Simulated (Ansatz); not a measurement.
Relaxation of the cluster ZnI₂⁻ with UKS r2SCAN-D4/def2-TZVPD.

```sh
$ ansatz run in.yaml --threads 4 --pin off --events-out ev --progress --plain --max-ram 3916MiB
```

```yaml
crystal:
  periodic: [false, false, false]
  atoms:
    - {symbol: Zn, position_ang: [-0.222820, -0.905230, -1.626640]}
    - {symbol: I, position_ang: [1.684150, 0.534870, 0.557250]}
    - {symbol: I, position_ang: [-1.461330, 0.370350, 1.069380]}
basis:
  gaussian: {orbitals: def2-TZVPD}
total_charge: -1
magnetization: {spin_polarized: true, initial_magnetization: 1}
hamiltonian: {xc: r2scan, dispersion: d4}
scf: {lower_state_search: "off"}
output: {orbitals: {seedname: orbitals}}
relax: {f_tol: 0.02, max_steps: 100}
```

Hardware: 4 threads of Arm Neoverse V2 on a shared host. Wall time 18 s.

Positions (Å) and forces (eV/Å) at steps 1, 2, 3, 4, 5 of 5:

```xyz
3
step=1 energy=-64631.0775 eV
Zn   -0.223   -0.905   -1.627   -0.029   -0.127   -0.228
I     1.684    0.535    0.557    0.178    0.071    0.086
I    -1.461    0.370    1.069   -0.149    0.056    0.143
3
step=2 energy=-64631.0894 eV
Zn   -0.226   -0.918   -1.650   -0.020   -0.086   -0.155
I     1.698    0.542    0.567    0.087    0.046    0.064
I    -1.473    0.376    1.083   -0.068    0.040    0.091
3
step=3 energy=-64631.1017 eV
Zn   -0.232   -0.948   -1.703   -0.009   -0.039   -0.069
I     1.710    0.557    0.591    0.029    0.020    0.030
I    -1.477    0.391    1.112   -0.020    0.018    0.039
3
step=4 energy=-64631.1054 eV
Zn   -0.244   -0.994   -1.786    0.003    0.010    0.018
I     1.721    0.580    0.632   -0.009   -0.006   -0.008
I    -1.477    0.414    1.154    0.006   -0.005   -0.010
3
step=5 energy=-64631.1058 eV
Zn   -0.241   -0.984   -1.769    0.001    0.002    0.003
I     1.718    0.575    0.624   -0.001   -0.001   -0.002
I    -1.477    0.409    1.145    0.001   -0.001   -0.001
```

In the def2 sets I takes a core potential; there is no spin–orbit coupling. In the doublet, I2 and I3 lie 3.24 Å apart (atoms count from 1), so these atoms are partly bonded to each other. The relaxation made no stability test and no search for a lower SCF solution. Another isomer (doublet) lies 1.43 eV lower at PBE0-D4/def2-TZVPD; other spin states weren't run for this one.
